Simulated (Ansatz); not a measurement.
```xyz
9

N     1.3900    0.0000    0.0000
C     0.6950    1.2038    0.0000
C    -0.6950    1.2038    0.0000
C    -1.3900    0.0000    0.0000
C    -0.6950   -1.2038    0.0000
C     0.6950   -1.2038    0.0000
H    -2.4750    0.0000    0.0000
H    -1.2375   -2.1434    0.0000
H     1.2375   -2.1434    0.0000
```

Basis set: def2-TZVP (spherical functions). Charge 0, multiplicity 3.

Computed with Ansatz (development build ahead of 0.2.0); each method stands on the lowest determinant of its kind that the runs found. Restricted functionals stand beside restricted open-shell atoms, which can lie above the unrestricted atoms usual in DFT and then raise those values.

(1) Give the atomization energy at this shape (free ground-state atoms in the same class of orbitals less the molecule, no zero-point energy) of triplet C₅H₃N by ωB97X (restricted open-shell), PBE0 (unrestricted), PBE0 (restricted open-shell), UHF, ROHF.

Answers

(1)

| method | atomization energy |
| --- | --- |
| ωB97X (restricted open-shell) | 43.50 eV |
| PBE0 (unrestricted) | 44.16 eV |
| PBE0 (restricted open-shell) | 44.37 eV |
| UHF | 30.03 eV |
| ROHF | 30.46 eV |

Caution: other spin multiplicities may lie lower. Caution for UHF: the unrestricted determinant is spin contaminated.

The shape needn't be a minimum at these levels.
